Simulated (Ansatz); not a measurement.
C₃H₉NSi (`CCC(=N)[SiH3]`), 14 atoms. The species carries charge 0 and has multiplicity 1. All runs use 4 threads of a server CPU on a shared host. Correlated methods freeze the cores.

Task: Give the basis size and wall time and peak host memory of each of these runs in Ansatz. RKS PBE0-D4/def2-SVP energy; RKS BLYP-D4/def2-TZVPP energy; RKS ωB97M-V/def2-QZVPP energy; RHF-MP2/def2-QZVPP energy; RKS B3LYP-D4/def2-TZVPP energy and forces; RKS PBE0-D4/def2-TZVP frequencies; RHF-CCSD(T)/def2-TZVPP energy; direct RPA on PBE orbitals/def2-TZVPP energy; RKS ωB97M-V/def2-TZVPP energy and forces; RKS ωB97M-V/def2-SVP energy; RKS r2SCAN0-D4/def2-TZVPP energy; RKS PBE0-D4/def2-QZVPP energy. (Best estimate.)

Result: Ansatz gave: Other jobs shared the machine, so times are rough.

| level | job | functions | wall time | peak host memory (GiB) |
| --- | --- | --- | --- | --- |
| RKS PBE0-D4/def2-SVP | energy | 119 | 1 s | 0.28 |
| RKS BLYP-D4/def2-TZVPP | energy | 292 | 2.2 s | 0.42 |
| RKS ωB97M-V/def2-SVP | energy | 119 | 2.8 s | 0.39 |
| RKS r2SCAN0-D4/def2-TZVPP | energy | 292 | 3.8 s | 0.81 |
| RKS B3LYP-D4/def2-TZVPP | energy and forces | 292 | 4.2 s | 0.94 |
| direct RPA on PBE orbitals/def2-TZVPP | energy | 292 | 6 s | 0.85 |
| RKS PBE0-D4/def2-QZVPP | energy | 568 | 8.5 s | 2.3 |
| RKS ωB97M-V/def2-TZVPP | energy and forces | 292 | 10 s | 1.2 |
| RKS ωB97M-V/def2-QZVPP | energy | 568 | 18 s | 2.8 |
| RHF-MP2/def2-QZVPP | energy | 568 | 27 s | 4.6 |
| RHF-CCSD(T)/def2-TZVPP | energy | 292 | 2.6 min | 9.1 |
| RKS PBE0-D4/def2-TZVP | frequencies | 215 | 2.7 min | 0.59 |

B3LYP here is the variant with VWN-RPA as its local correlation; programs differ in this.
